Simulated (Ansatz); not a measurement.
`C[SiH](O)O` + CH₃NH₂ → `CN[SiH](O)O` + CH₄  (ligand exchange at the Si–C bond)

Program: Ansatz. Geometries: PBE0-D4/def2-TZVP. ΔE: electronic, gas phase. CCSD(T)/CBS adds triple-zeta CCSD(T) − MP2 to the extrapolated MP2 energy (def2 sets, frozen cores). This one scheme is used for every species. Functionals use def2-TZVPP. Each species was taken in one conformer, which may not be the lowest.

Question: Is it downhill or uphill in electronic energy at CCSD(T)/CBS, and by how much? (Best estimate.)

Answer: Computed: Downhill: ΔE = -72.6 kJ/mol.

Question: What do these levels give: PBE0-D4, ωB97X-V, B2PLYP, PBE0, SCS-MP2/def2-TZVPP, MP2/def2-QZVPP? (Estimate.)

Answer: Ansatz gave: PBE0-D4 -68.7, ωB97X-V -70.9, B2PLYP -72.5, PBE0 -65.9, SCS-MP2/def2-TZVPP -74.2, MP2/def2-QZVPP -74.8 kJ/mol.

Largest T1 diagnostic among the species: 0.011.

The D4 term adds −4.8 kJ/mol with B3LYP and −2.8 kJ/mol with PBE0; it sums over pairs of atoms, weighted by their polarisabilities, and B3LYP, whose exchange is more repulsive, gets the larger term.

B3LYP here is the variant with VWN-RPA as its local correlation; programs differ in this.
